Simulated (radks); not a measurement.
Species: Rh33+. Configuration: [Ne] 3s2. Method: scalar-relativistic Kohn-Sham, exchange-only LDA, spin-polarised, spherical densities, point nucleus; computed with a radial shooting solver on a logarithmic mesh with Libxc functionals.

Unscreened Slater integrals over Kohn-Sham orbitals (eV). They are taken over the spin-up orbitals.

\begin{tabular}{lr}
integral & value \\ \hline
F0(3s,3s) & 72.079 \\
F0(3s,2p) & 94.378 \\
G1(3s,2p) & 9.8685 \\
F0(3s,2s) & 92.272 \\
G0(3s,2s) & 7.8514 \\
F0(3s,1s) & 108.02 \\
G0(3s,1s) & 5.5213 \\
F0(2p,2p) & 204.30 \\
F2(2p,2p) & 97.162 \\
F0(2p,2s) & 186.99 \\
G1(2p,2s) & 106.10 \\
F0(2p,1s) & 277.74 \\
G1(2p,1s) & 51.952 \\
F0(2s,2s) & 176.08 \\
F0(2s,1s) & 247.60 \\
G0(2s,1s) & 24.285 \\
F0(1s,1s) & 785.78 \\
\end{tabular}
